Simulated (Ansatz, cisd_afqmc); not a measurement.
Species: V, charge 0, quartet.

Total energies in def2-QZVPP, 5 correlated electrons, 9 frozen orbitals. Open shells are spin-unrestricted; no spin-orbit coupling. Correlated methods leave the cores frozen (noble-gas shells, and filled d and f shells in the p block). No relativity. AFQMC is phaseless with a CISD trial state; ± is one standard error, without the phaseless bias. Outlying blocks are dropped, and bars are widened where a walk drifts. Over all cases where full CI ran beside it in this data, AFQMC minus full CI had a median of +0.1 mEh and passed +0.4 mEh in a tenth of the cases. Open-shell metal atoms are single determinants of the lowest configuration found, not pure terms.

```csv
method,program,energy (Eh),minus CCSDT(Q) (mEh)
HF,Ansatz,-942.89257,79.46
MP2,Ansatz,-942.95421,17.82
CCSD,Ansatz,-942.96841,3.62
CCSD(T),Ansatz,-942.97117,0.86
CCSDT(Q),Ansatz,-942.97203,0.00
AFQMC/CISD,cisd_afqmc,-942.9716 ± 0.0002,0.4 ± 0.2
```

Ansatz is a program for electronic structure.
